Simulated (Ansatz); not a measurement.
`[OH][In]([F])[Br]` → Br• + `[OH][In][F]`•  (homolysis of the Br–In bond)

Calculated with Ansatz (gas phase, PBE0-D4/def2-TZVP geometries, no zero-point term in ΔE). CCSD(T)/CBS is the MP2 limit (def2-TZVPP, def2-QZVPP) plus CCSD(T) − MP2 in def2-TZVPP, frozen cores. DFT in def2-TZVPP. B3LYP here is the variant with VWN-RPA as its local correlation; programs differ in this. HSE06 is defined as in plane-wave codes. Open shells (•) are unrestricted, without spin–orbit coupling. Spin–orbit coupling would lower the free atoms: clearly for Br. def2 core potentials past Kr. For Br, In outer-core shells are correlated without core-valence functions, so the limit isn't a true one: a few kJ/mol of doubt a bond, and 10 to 20 or more in all where bonds break to atoms. Scalar relativity is left out up to krypton. Each species was taken in one conformer, which may not be the lowest.

`[OH][In]([F])[Br]`:

```xyz
5

O    -1.539   -0.048    0.320
In    0.315   -0.142   -0.305
F     0.600   -1.131   -1.936
Br    2.245    0.865    0.785
H    -1.622    0.456    1.135
```

`[OH][In][F]`•:

Cartesian coordinates in Å:
```
O -0.125 0.828 -0.771
In -0.009 -0.352 0.847
F 0.521 -2.203 0.477
H -0.387 1.728 -0.553
```

```csv
level,ΔE (eV),difference from CCSD(T)/CBS
LDA (SPW92),3.80,0.21
PBE-D4,3.29,-0.30
revPBE-D4,3.12,-0.47
BLYP-D4,3.02,-0.57
B97M-V,3.34,-0.25
B3LYP-D4,3.15,-0.44
r2SCANh-D4,3.34,-0.25
r2SCAN0-D4,3.33,-0.26
HSE06-D4,3.36,-0.23
BHLYP-D4,3.23,-0.36
CAM-B3LYP-D4,3.24,-0.35
ωB97X-V,3.45,-0.14
ωB97M-V,3.37,-0.22
B2PLYP,3.26,-0.33
PBE-QIDH,3.49,-0.10
PBE,3.24,-0.35
revPBE,3.04,-0.55
BLYP,2.93,-0.66
r2SCAN,3.33,-0.26
PBE0,3.31,-0.28
B3LYP,3.07,-0.52
r2SCANh,3.32,-0.27
HSE06,3.32,-0.27
BHLYP,3.14,-0.45
CAM-B3LYP,3.19,-0.40
LC-ωPBE,3.32,-0.27
RPA@PBE/def2-TZVPP,2.96,-0.63
HF/def2-SVP,2.50,-1.09
MP2/def2-SVP,3.46,-0.13
CCSD/def2-SVP,3.24,-0.35
CCSD(T)/def2-SVP,3.28,-0.31
HF/def2-TZVPP,2.53,-1.06
MP2/def2-TZVPP,3.57,-0.02
SCS-MP2/def2-TZVPP,3.46,-0.13
HF/def2-QZVPP,2.52,-1.07
MP2/def2-QZVPP,3.68,0.09
SCS-MP2/def2-QZVPP,3.58,-0.01
HF/CBS(def2),2.52,-1.07
MP2/CBS(def2),3.77,0.18
CCSD/CBS(def2),3.51,-0.08
CCSD(T)/CBS,3.59,0
```

Largest T1 diagnostic among the species: 0.021.

In def2-TZVPP, CCSD(T) changes the Hartree–Fock value by +0.86 eV (the triples alone add +0.08 eV) and MP2 by +1.04 eV; breaking electron pairs costs correlation energy, which Hartree–Fock lacks. At CCSD(T), def2-SVP lies −0.32 eV from the extrapolated value and def2-TZVPP −0.21 eV: correlation converges slowly with the basis, and small sets miss more of it in the bonded molecule than in its fragments.

CCSD(T)/CBS has its own doubt, a few kJ/mol and more with outer-core shells, so smaller differences from it don't rank the levels.
